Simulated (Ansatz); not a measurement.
A run on C3H4F4O (`FCC(F)OC(F)F`) with other settings.

```yaml
crystal:
  periodic: [false, false, false]
  atoms:
    - {symbol: F, position_ang: [-1.949308, -1.141727, 0.879040]}
    - {symbol: C, position_ang: [-0.634990, -1.101206, 1.266284]}
    - {symbol: C, position_ang: [0.051884, 0.059412, 0.589646]}
    - {symbol: F, position_ang: [1.290996, 0.212347, 1.171317]}
    - {symbol: O, position_ang: [0.205677, -0.239435, -0.752441]}
    - {symbol: C, position_ang: [0.560398, 0.812445, -1.555815]}
    - {symbol: F, position_ang: [-0.467412, 1.682272, -1.670941]}
    - {symbol: F, position_ang: [0.809610, 0.304446, -2.760612]}
    - {symbol: H, position_ang: [-0.583711, -0.964190, 2.348929]}
    - {symbol: H, position_ang: [-0.143814, -2.034839, 0.980219]}
    - {symbol: H, position_ang: [-0.497750, 0.995936, 0.729378]}
    - {symbol: H, position_ang: [1.435223, 1.359338, -1.190903]}
basis:
  gaussian: {orbitals: "6-31G*"}
hamiltonian: {xc: {name: CAM-B3LYP}, dispersion: d3bjatm}
accuracy: high
scf: {lower_state_search: light}
output: {forces: true}
```

```sh
$ ansatz run in.yaml --threads 4 --pin off --events-out ev --progress --plain --max-ram 11315MiB
```

Shortened log:

```
Functional definition: CAM-B3LYP
2931 factors; integrals over basis functions are off by at most 6.0e-9 eV
478 factors; integrals over basis functions are off by at most 1.7e-9 eV
mean field evaluation 1: about -16081.1280 eV, gradient 5.1e1 eV
mean field evaluation 2: about -16080.5378 eV, gradient 5.7e1 eV
mean field evaluation 4: about -16085.0737 eV, gradient 1.2e0 eV
mean field evaluation 8: about -16085.2222 eV, gradient 2.0e-1 eV
mean field evaluation 16: about -16085.2223 eV, gradient 4.7e-5 eV
mean field -16085.22229899 eV, -591.1210165328 hartree, gradient 3.5e-8 eV, S^2 0.000000; 0 other end points of the search recorded, 0 dependent functions left out
reference -16085.22231433 eV, -591.1210170964 hartree; 33, 33 occupied and 95, 95 virtual orbitals, 2931 factors
Total energy: -16085.36992709 eV, -591.1264417653 hartree
Atom 0 at    -1.949308    -1.141727     0.879040 Å, force    -0.134626     0.034375    -0.101771 eV/Å
Atom 1 at    -0.634990    -1.101206     1.266284 Å, force     0.000376    -0.040457     0.066433 eV/Å
Atom 2 at     0.051884     0.059412     0.589646 Å, force    -0.056957     0.089957     0.097415 eV/Å
Atom 3 at     1.290996     0.212347     1.171317 Å, force     0.102979    -0.001799     0.033212 eV/Å
Atom 4 at     0.205677    -0.239435    -0.752441 Å, force    -0.072364    -0.120144    -0.057375 eV/Å
Atom 5 at     0.560398     0.812445    -1.555815 Å, force     0.123682     0.141592    -0.025825 eV/Å
Atom 6 at    -0.467412     1.682272    -1.670941 Å, force    -0.107615     0.060098     0.072731 eV/Å
Atom 7 at     0.809610     0.304446    -2.760612 Å, force     0.050757    -0.095288    -0.157560 eV/Å
Atom 8 at    -0.583711    -0.964190     2.348929 Å, force     0.059207    -0.003691     0.044648 eV/Å
Atom 9 at    -0.143814    -2.034839     0.980219 Å, force     0.073291     0.000005     0.016308 eV/Å
Atom 10 at    -0.497750     0.995936     0.729378 Å, force    -0.030759    -0.029238    -0.033139 eV/Å
Atom 11 at     1.435223     1.359338    -1.190903 Å, force    -0.007971    -0.035410     0.044922 eV/Å
Dipole moment:     0.210714     0.099021     0.366683 e Å
```

Hardware: 4 threads of an Arm Neoverse V1 on a shared host. Wall time 9 s, peak host memory 0.72 GiB.
